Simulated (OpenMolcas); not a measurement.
Si2NH6Cl (SMILES N[SiH]([SiH3])Cl): methods side by side

Si2NH6Cl has 10 atoms, charge 0, and is taken as a singlet. As SMILES, `N[SiH]([SiH3])Cl`. Geometry: relaxed at PBE0-D4/def2-TZVP. This is one conformer, not always the lowest.

```xyz
10

N    -0.5004    1.6404   -0.4766
Si   -0.0887    0.0244   -0.8347
Si    0.6780   -1.0308    1.1036
Cl   -1.6696   -1.1358   -1.5384
H    -1.0668    1.8573    0.3279
H    -0.6576    2.3023   -1.2205
H     0.8891    0.0600   -1.9482
H     0.8722   -2.4826    0.8551
H    -0.3361   -0.8538    2.1795
H     1.9629   -0.4326    1.5554
```

Quantity: the dipole moment, in D. The values are calculated.

```
                              level             kind     program  value (D)  CPU time
    HF/6-31G* (spherical functions)     Hartree–Fock  OpenMolcas       2.37      13 s
 SVWN5/6-31G* (spherical functions)              LDA  OpenMolcas       2.39      37 s
   PBE/6-31G* (spherical functions)              GGA  OpenMolcas       2.35      47 s
revPBE/6-31G* (spherical functions)              GGA  OpenMolcas       2.34      49 s
  TPSS/6-31G* (spherical functions)         meta-GGA  OpenMolcas       2.36      60 s
r2SCAN/6-31G* (spherical functions)         meta-GGA  OpenMolcas       2.38      57 s
M06-2X/6-31G* (spherical functions)  hybrid meta-GGA  OpenMolcas       2.36      53 s
 B3LYP/6-31G* (Cartesian functions)    global hybrid  OpenMolcas       2.31      50 s
```

The values span 2.31 to 2.39 D. Magnitudes only. Times are those of the runs behind each value, whatever else they computed, on shared processors of several kinds: orders of magnitude only.
